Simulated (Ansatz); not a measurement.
Cost and result for the atomization energy of `CC1[SiH2]B1Cl` (11 atoms, 11 bonds).

Z-matrix (Å, degrees):
```
C
C 1 1.507
H 1 1.092 2 110.9
H 1 1.094 2 110.7 3 -119.0
H 1 1.093 2 111.8 3 120.8
Si 2 2.002 1 137.7 3 -60.8
B 2 1.502 1 126.9 3 30.6
H 2 1.098 1 113.6 3 -176.5
H 6 1.480 2 106.7 1 -116.9
H 6 1.486 2 123.9 1 14.6
Cl 7 1.734 2 132.5 1 11.4
```

Total charge 0; spin multiplicity 1. The geometry is a stationary point of PBE0-D4/def2-TZVP. Program: Ansatz. All runs use 4 threads of an Arm Neoverse V2 on a shared host. Times are those of one run each, without the atoms' runs, and a repeat can differ threefold. Electronic energies, without spin–orbit coupling; frozen cores. CCSD(T)/CBS adds CCSD(T) − MP2 in def2-TZVPP to the MP2 limit, and its time is that of the two runs behind it. T1 = 0.013. B3LYP takes the VWN-RPA correlation (the form of Gaussian; ORCA's B3LYP/G).

CCSD(T)/CBS is a level of theory with its own doubt, some kJ/mol a heavy atom from the limit and from the frozen cores, so smaller differences don't rank the functionals.

```csv
level,functions,wall time
PBE-D4/def2-TZVPP (with forces),261,2.5 s
PBE0-D4/def2-TZVPP,261,3 s
B3LYP-D4/def2-TZVPP (with forces),261,4.7 s
r2SCAN-D4/def2-TZVPP (with forces),261,4.8 s
B2PLYP/def2-TZVPP,261,5.5 s
ωB97X-V/def2-TZVPP,261,8 s
ωB97M-V/def2-TZVPP (with forces),261,12 s
MP2/def2-QZVPP,491,21 s
CCSD(T)/def2-TZVPP,261,2.1 min
CCSD(T)/CBS(def2),–,2.4 min
```

Q: What atomization energy does each give, and how far from CCSD(T)/CBS? (An estimate is asked.)

A: The calculation gave: 
```tsv
level	atomization (kJ/mol)	difference from CCSD(T)/CBS	per bond
PBE-D4/def2-TZVPP (with forces)	4050.8	101.9	9.3
PBE0-D4/def2-TZVPP	4001.7	52.8	4.8
B3LYP-D4/def2-TZVPP (with forces)	3958.8	9.9	0.9
r2SCAN-D4/def2-TZVPP (with forces)	4000.3	51.4	4.7
B2PLYP/def2-TZVPP	3916.1	-32.8	-3.0
ωB97X-V/def2-TZVPP	3974.7	25.8	2.3
ωB97M-V/def2-TZVPP (with forces)	3979.3	30.4	2.8
MP2/def2-QZVPP	3975.5	26.6	2.4
CCSD(T)/def2-TZVPP	3855.6	-93.3	-8.5
CCSD(T)/CBS(def2)	3948.9	0.0	0.0
```

From PBE to PBE0 (25 % exact exchange), in def2-TZVPP and without D4, the atomization energy moves by −45.4 kJ/mol: exact exchange takes away binding that semilocal exchange gives to molecules. The D4 term adds +40.9 kJ/mol with B3LYP and +21.6 kJ/mol with PBE0; it sums over pairs of atoms, weighted by their polarisabilities, and B3LYP, whose exchange is more repulsive, gets the larger term. In def2-TZVPP, CCSD(T) changes the Hartree–Fock value by +889.0 kJ/mol (the triples alone add +61.9 kJ/mol) and MP2 by +954.2 kJ/mol; breaking electron pairs costs correlation energy, which Hartree–Fock lacks.
